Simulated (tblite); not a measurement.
Compound: C7H5F2N (charge +1 and doublet state).
Cartesian coordinates in Å at the GFN2-xTB level; atoms count from 1:
```xyz
15
C7H5F2N angstrom
C      2.9785   -0.4820   -0.0553
C      1.7953   -0.4067   -0.3251
C      0.4365   -0.3193   -0.6386
C     -0.3680    1.0023   -0.4385
C      0.3453    2.1666   -0.0389
N      0.8562    3.1261    0.3076
C     -0.5678   -0.1064    0.5184
C     -1.8332   -0.9474    0.4671
F     -2.3478   -0.9624   -0.7728
F     -1.5779   -2.2122    0.8201
H      4.0126   -0.5452    0.1564
H      0.1186   -0.9185   -1.4889
H     -1.1206    1.1837   -1.2042
H     -0.1341   -0.0303    1.5108
H     -2.5979   -0.5403    1.1600
```

Calculated harmonic vibrations of the isolated species, GFN2-xTB (tblite), most abundant isotopes, no scaling. The method is semi-empirical: single wavenumbers can be off by several per cent or more. One conformer, not necessarily the lowest. Open shells enter through the occupations alone, without spin polarisation, and single modes of such species can be off by tens of per cent.

Harmonic wavenumbers (cm⁻¹): 52.6, 80.7, 99.8, 126.5, 163.5, 212.9, 242.4, 381.7, 400.9, 417.7, 469.9, 504.9, 527.1, 636.4, 641.0, 654.1, 678.0, 821.1, 896.7, 910.9, 962.3, 997.3, 1020.1, 1071.1, 1086.5, 1106.7, 1164.9, 1183.8, 1187.7, 1212.2, 1258.8, 1393.7, 2146.1, 2383.7, 2792.1, 2999.4, 3008.3, 3048.8, 3300.3.

A = 1954, B = 926.5, C = 710.2 MHz; mass 141.039 u (most abundant isotopes); point group C1, symmetry number 1; spin multiplicity 2.

Problem. Zero-point energy?

Solution. ½Σν̃ = 21121 cm⁻¹ = 60.39 kcal/mol.

Problem. Entropy at 400 K, 1 bar (ideal gas, RRHO, classical rotation)?

Solution. Translation 42.23, rotation 30.78, vibration 38.88, spin (R ln 2) 1.38: S = 113.3 cal/(mol K).

Problem. And Cp and H(400 K) − H(0)?

Solution. Cp = 46.15 cal/(mol K), of which vibrations give 38.20 (their classical limit is 39 R = 77.5); H(400 K) − H(0) = 11.23 kcal/mol without the zero-point energy, 8.05 from vibrations.

Problem. Blend soft modes into free rotors: weight 1/[1 + (100 cm⁻¹/ν̃)⁴] for the oscillator and the rest for a rotor with moment μB/(μ + B), μ = h/(8π²ν), B = 10⁻⁴⁴ kg m². What vibrational entropy results?

Solution. 36.02 cal/(mol K) in place of 38.88, which changes −T·S at 400 K by +1.14 kcal/mol.

Problem. How do the functions run with temperature in this model?

Solution. 
```
T (K)  S (cal/(mol K))  Cp (cal/(mol K))  H − H(0) (kcal/mol)  G − H(0) (kcal/mol)  ln q(vib)
  100             71.8              18.8                 1.31                -5.87       1.65
  200             87.8              28.5                 3.67               -13.88       4.27
  300            101.2              38.0                 7.01               -23.34       6.87
  500            124.3              52.5                16.18               -45.96      11.93
  800            151.9              64.5                33.92               -87.56      18.87
 1000            166.8              69.3                47.34              -119.47      23.02
```

q(vib) and H(0) count from the zero-point level.

Problem. What must be added to the electronic energy to get the Gibbs energy at 400 K and 1 bar?

Solution. ZPE + [H(400 K) − H(0)] − T·S = 60.39 + 11.23 − 45.31 = 26.31 kcal/mol.

Hindered rotation and anharmonicity are outside this model. Other conformers, if any are populated, would add a mixing term that is left out. The structure is chiral; the term R ln 2 for an equal mix with its mirror image is left out.
